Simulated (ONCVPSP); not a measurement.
Pseudopotential generation for iron: ONCV, PBE, scalar-relativistic.

| Property | Result |
| --- | --- |
| Element | Fe |
| Generator | ONCVPSP 4.0.1 |
| Type | optimised norm-conserving Vanderbilt (ONCV) |
| Functional | PBE |
| Relativity | scalar-relativistic |
| Frozen core | [Ne] |
| Valence charge | 16 |
| Reference configuration | 3s2 3p6 3d6 4s2 |
| Partial waves | 3s+4s: rc 1.30 bohr, ncon 4, nbas 7, qcut 10.7 1/bohr, 2 projectors; 3p: rc 1.05 bohr, ncon 5, nbas 9, qcut 14 1/bohr, 2 projectors, debl 1.6 Ha; 3d: rc 1.00 bohr, ncon 5, nbas 10, qcut 12.7 1/bohr, 3 projectors, debl 3.8 Ha; f scattering state at 0.1 Ha: rc 1.40 bohr, ncon 4, nbas 8, qcut 7.1 1/bohr, 2 projectors, debl 0.9 Ha |
| Local potential | polynomial inside 0.80 bohr (lpopt 5, dvloc0 0 Ha) |
| Core correction | Teter function, fcfact 2.75, rcfact 1.6 |

In the p channel the program set the typed energies aside and used -2.207, 0.250 Ha.

What the tests gave:

```
Cutoffs needed             : 79 Ha and 304 Ha (the cutoffs (Ha) at which the residual kinetic energy of the hardest occupied pseudo-wave falls to 1 and 0.1 mHa per electron)
Ghost test                 : no bound ghost flagged; no localised positive-energy state flagged
Largest excitation error   : +6.2 meV (all-electron minus pseudo) for 3s2 3p6 3d5 4s2 4p1, out of 4 test configurations
rms error of d²Exc/dni dnj : 1.81 mHa without and 1.52 mHa with the model core
```

Generation and tests took about 7.7 s on one core of a shared server CPU.
